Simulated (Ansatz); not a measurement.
Series SiXY, Y = fluoro, computed as singlets and as triplets. All species are isolated molecules in the gas phase. One relaxed conformer stands for each flexible species; it need not be the lowest. Strings in code marks are SMILES.

Quantity: adiabatic spin-state energy, in kcal/mol.

Case: `F[Si]F`: multiplicity 3 minus multiplicity 1. The other species in the difference include `F[Si]F` (neutral, multiplicity 1). Geometry of `F[Si]F` (neutral, multiplicity 3, Å):

```xyz
3

F     -1.3371    -0.2923     0.0000
Si    -0.0005     0.5825     0.0000
F      1.3376    -0.2902     0.0000
```

Question: Estimate the adiabatic spin-state energy that PBE0/cc-pVTZ // PBE0-D3(BJ)/def2-TZVP (Ansatz, a program for electronic structure) returns for this input.

Answer: 68.3 kcal/mol.
